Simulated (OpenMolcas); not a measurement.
# Nb3+: effect of the metal basis

Nb3+ with its 6 nearest fluoride ions at 2.082 Å, on the Y site of Cs2NaYF6 (a = 9.075 Å, distance in the model lattice 2.178 Å). The rest of the host is ab initio model potentials to 7.6 Å and point charges beyond; the distance is set by hand and nothing relaxes.

| Property | Result |
| --- | --- |
| Program | OpenMolcas 26.06 |
| Method | SS-CASPT2, IPEA 0.25 Eh, imaginary shift 0.1 Eh (closed shells correlated: 4s 4p and the ligand valence shells) |
| Spin-orbit coupling | state interaction with AMFI integrals over the reference wave functions |

Fixed: ligand basis ANO-RCC-VDZP, active space 2 electrons in 5 orbitals (4d), DKH2 Hamiltonian.

States (labels of O, the rotations of Oh). Energies in cm-1 above the lowest state or level, χT in cm3 K/mol; under a threefold ground state the first gap can be a small split of the lowest multiplet, not the spin-orbit step; 10Dq and B are least-squares fits to the states below 45000 cm-1, weighted by degeneracy, with a free offset, and given where the rms deviation is under 5 % of |10Dq| (or 100 cm-1) and under 700 cm-1.

```
Run   Metal basis  Ground state  First state of that spin   10Dq  B (rms of fit)  First gap with spin-orbit (degeneracies)  χT at 300 K  First state of another spin                      Cost
  A  ANO-RCC-VDZP           3T1                 3T2 25610  26626       562 (172)                                 22 (2, 3)        0.452                     1T2 7970   roughly 60 core-seconds
  B  ANO-RCC-VTZP           3T1                 3T2 24930  26132        534 (70)                                 23 (2, 3)        0.457                     1T2 7410  roughly 110 core-seconds
```

Against A, |10Dq| changes by -1.9 % in B.

Costs are those of the CASPT2 steps.

Roots that are degenerate in the reference are averaged as groups; the widest CASPT2 spread within a group is 740 cm-1 (the 3-fold group of multiplicity 1 near 34000 cm-1 above the lowest state of its run, A). Shifts and gaps below about the spread of the groups concerned are not significant. Over all roots computed the reference weight is 0.73 in A, 0.72 to 0.73 in B; a low but even weight reflects the number of correlated electrons. An orbital triplet at a regular site is open to Jahn-Teller coupling, which can distort the site and quench the lowest spin-orbit gaps and is left out. Ligand-to-metal charge-transfer states are missing. With no ligand orbital active B as a rule stays too high, so bands that hang on it stand too high and its fall with covalency is understated. With one d shell and no ligand orbital active, 10Dq can be off by a tenth or more. The least metal-like active orbital is 83 % on the metal (Löwdin) and no ligand orbital is active, so the numbers are rough (holds for A). The least metal-like active orbital is 84 % on the metal (Löwdin) and no ligand orbital is active, so the numbers are rough (holds for B). No measured value stands beside these numbers; the geometry was set by hand and not optimised.
